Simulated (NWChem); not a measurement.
System: C2H6BeOS; SMILES C[S][Be][O]C

NWChem input:

```
start job
memory heap 200 mb stack 900 mb global 1100 mb
geometry units angstroms
  Be    -0.293065     0.143214     0.374800
  O     -1.573948     0.524280     0.645467
  C     -2.864672     0.909049     0.940116
  H     -2.851394     1.808794     1.561287
  H     -3.408621     1.121225     0.015441
  H     -3.377232     0.108571     1.480982
  S      1.522124    -0.402776     0.003199
  C      1.534401    -0.702188    -1.805461
  H      0.809474    -1.466151    -2.064548
  H      2.536066    -1.046723    -2.043380
  H      1.325113     0.219984    -2.336897
end
basis spherical
  * library def2-svp
end
dft
  xc pbe0
  iterations 150
end
driver
  maxiter 120
end
task dft optimize
task dft freq
```

The level has its own optimisation; frequencies are unscaled. Brackets give each atom's bonded neighbours.

Q: Predict the main results of this run. (PBE0/def2-SVP.) Quantities: r Be–O (Å); r Be–S (Å); r C–O (Å); r C–H [C(HHHO)–H(C)] (Å); highest harmonic frequency (cm⁻¹); lowest (cm⁻¹); zero-point energy (kcal/mol); dipole (D).

A: 
```json
{
  "r Be–O (Å)": "1.393",
  "r Be–S (Å)": "1.907",
  "r C–O (Å)": "1.373",
  "r C–H [C(HHHO)–H(C)] (Å)": "1.105",
  "highest harmonic frequency (cm⁻¹)": "3185",
  "lowest (cm⁻¹)": "6",
  "zero-point energy (kcal/mol)": "52.1",
  "dipole (D)": "2.30"
}
```
